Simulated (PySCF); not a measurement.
## Functional dependence of a UV spectrum

Sodium bromide, NaBr.
SMILES with atom numbers: `[Na:1][Br:2]`

Cartesian coordinates in Å at the PBE0-D3(BJ)/def2-SVP level; atoms count from 1:
```xyz
2
NaBr angstrom
Na     1.256   -0.010   -0.001
Br    -1.250    0.012   -0.027
```

Linear-response calculations in the def2-SVPD basis (PySCF; singlets by full response, triplets Tamm–Dancoff, core orbitals frozen in the response; HF means time-dependent Hartree–Fock). 'Strongest' is the level of largest summed f among the singlets computed (10 roots, of which the last may lack a degenerate partner); it can jump between rows when another state enters that window. S1 is the lowest singlet of each run and needn't be the same state throughout; f(S1) is that of one state. Geometry: PBE0-D3(BJ)/def2-SVP; no solvent, vibrations or thermal averaging. The LDA/def2-SVPD calculation is non-relativistic and has no spin–orbit coupling, an omission that weighs most on bromine.

```json
{"functional": "LDA", "kind": "LDA", "S1 (eV)": "3.07", "f(S1)": "0.012", "strongest (eV)": "3.85", "T1 (eV)": "3.01", "HOMO (eV)": "-5.24", "gap (eV)": "3.05", "ionisation energy, ΔSCF (eV)": "9.15"}
{"functional": "PBE", "kind": "GGA", "S1 (eV)": "2.86", "f(S1)": "0.009", "strongest (eV)": "3.66", "T1 (eV)": "2.78", "HOMO (eV)": "-5.11", "gap (eV)": "2.83", "ionisation energy, ΔSCF (eV)": "8.88"}
{"functional": "B3LYP", "kind": "global hybrid, 20% exact exchange", "S1 (eV)": "3.21", "f(S1)": "0.012", "strongest (eV)": "3.98", "T1 (eV)": "3.13", "HOMO (eV)": "-6.04", "gap (eV)": "4.00", "ionisation energy, ΔSCF (eV)": "8.91"}
{"functional": "PBE0", "kind": "global hybrid, 25% exact exchange", "S1 (eV)": "3.55", "f(S1)": "0.014", "strongest (eV)": "4.26", "T1 (eV)": "3.47", "HOMO (eV)": "-6.26", "gap (eV)": "4.54", "ionisation energy, ΔSCF (eV)": "8.85"}
{"functional": "BHandHLYP", "kind": "global hybrid, 50% exact exchange", "S1 (eV)": "3.86", "f(S1)": "0.016", "strongest (eV)": "4.56", "T1 (eV)": "3.78", "HOMO (eV)": "-7.30", "gap (eV)": "5.84", "ionisation energy, ΔSCF (eV)": "8.72"}
{"functional": "wB97X-D", "kind": "range-separated hybrid", "S1 (eV)": "4.14", "f(S1)": "0.024", "strongest (eV)": "6.06", "T1 (eV)": "4.11", "HOMO (eV)": "-8.05", "gap (eV)": "7.60", "ionisation energy, ΔSCF (eV)": "8.82"}
{"functional": "LC-wPBE", "kind": "range-separated hybrid", "S1 (eV)": "4.61", "f(S1)": "0.029", "strongest (eV)": "6.61", "T1 (eV)": "4.51", "HOMO (eV)": "-8.89", "gap (eV)": "8.32", "ionisation energy, ΔSCF (eV)": "8.81"}
{"functional": "HF", "kind": "Hartree–Fock", "S1 (eV)": "4.85", "f(S1)": "0.029", "strongest (eV)": "6.75", "T1 (eV)": "4.70", "HOMO (eV)": "-8.99", "gap (eV)": "8.49", "ionisation energy, ΔSCF (eV)": "not settled"}
```

What does CAM-B3LYP (range-separated hybrid) give?

S1 (eV) 3.75, f(S1) 0.017, strongest (eV) 4.47, T1 (eV) 3.66, HOMO (eV) -7.57, gap (eV) 6.26, ionisation energy, ΔSCF (eV) 8.88. S1 runs from 2.86 eV (PBE) to 4.85 eV (HF), a spread of 1.99 eV, while the orbital gap spreads over 5.7 eV. Along PBE (0%), B3LYP (20%), PBE0 (25%), BHandHLYP (50%), HF (100%) S1 rises with the share of exact exchange. −ε(HOMO) comes closest to its own ΔSCF ionisation energy with LC-wPBE (+0.08 eV) and misses most with LDA (-3.91 eV). 'Not settled' means that the ion's SCF failed to converge or may have ended in another state than the lowest.
